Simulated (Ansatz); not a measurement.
Gas-phase electronic energies from Ansatz, PBE0-D4/def2-TZVP geometries. CCSD(T)/CBS adds triple-zeta CCSD(T) − MP2 to the extrapolated MP2 energy (def2 sets, frozen cores). This one scheme is used for every species. Triplets are unrestricted, without spin–orbit coupling. def2 core potentials past Kr. For Sn outer-core shells are correlated without core-valence functions, which leaves a few kJ/mol of doubt a bond. Each species was taken in one conformer, which may not be the lowest.

Reaction (formal loss of a carbene): `[CH3][SnH]([NH2])[OH]` → `[CH2]` (triplet) + `[NH2][SnH2][OH]`

```tsv
species	SCS-MP2/def2-QZVPP energy (Eh)
`[CH3][SnH]([NH2])[OH]`	-385.89229
`[CH2]` (triplet)	-39.06703
`[NH2][SnH2][OH]`	-346.63867
```

Q: Work out ΔE.

A: ΔE = (-39.06703) + (-346.63867) − (-385.89229) = 0.18659 Eh = +117.1 kcal/mol. CCSD(T)/CBS gives +114.8 kcal/mol.

Largest T1 diagnostic among the species: 0.013.

From PBE to PBE0 (25 % exact exchange), in def2-TZVPP and without D4, ΔE moves by −2.0 kcal/mol. In def2-TZVPP, CCSD(T) changes the Hartree–Fock value by +34.5 kcal/mol (the triples alone add +2.9 kcal/mol) and MP2 by +38.6 kcal/mol.
